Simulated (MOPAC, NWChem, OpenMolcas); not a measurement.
C2H5AlO (SMILES [CH3][Al]1[CH2][O]1): methods side by side

C2H5AlO has 9 atoms, charge 0, and is taken as a singlet. SMILES: `[CH3][Al]1[CH2][O]1`. The coordinates come from a PBE0-D4/def2-TZVP relaxation.

Quantity: the HOMO–LUMO gap, in eV. The values are calculated.

```tsv
level	kind	program	value (eV)	CPU time
PM6	semi-empirical	MOPAC	10.67	under 2 s
HF/6-31G* (spherical functions)	Hartree–Fock	OpenMolcas	11.26	7.3 s
SVWN5/6-31G* (spherical functions)	LDA	NWChem	3.58	19 s
revPBE/6-31G* (spherical functions)	GGA	OpenMolcas	3.64	39 s
M06-L/6-31G* (spherical functions)	meta-GGA	OpenMolcas	4.20	49 s
TPSS/6-31G* (spherical functions)	meta-GGA	OpenMolcas	3.86	56 s
PBE0/6-31G* (spherical functions)	global hybrid	OpenMolcas	5.67	37 s
B2PLYP/6-31G* (spherical functions)	double hybrid	OpenMolcas	7.78	23 s
```

The values span 3.58 to 11.26 eV. Orbital gaps aren't excitation energies, and those of double hybrids come from the SCF part alone; they tend to grow with the share of exact exchange. Times are those of the runs behind each value, whatever else they computed, on shared processors of several kinds: orders of magnitude only.
